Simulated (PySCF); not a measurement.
C6H9O, SMILES O=C1C[CH]CCC1, multiplicity 2.

Geometry: B3LYP-D3(BJ)/def2-SVP. The isomer is the one that the SMILES or the coordinates give; other isomers of the formula were not compared. The values are those of a single conformer.

Method: PBE/def2-TZVP (PySCF).

The molecule is in vacuum.

```yaml
total_energy: -308.94448 hartree
"α spin, highest occupied and lowest empty level": -4.34 and -1.63 eV
"β spin, highest occupied and lowest empty level": -5.61 and -2.53 eV
dipole_moment: 2.98 D
quadrupole, principal values (traceless, Buckingham form, about the centre of nuclear charge): -9.38, 3.71, 5.68 D·Å
"⟨S²⟩": 0.754 (pure state 0.75)
```
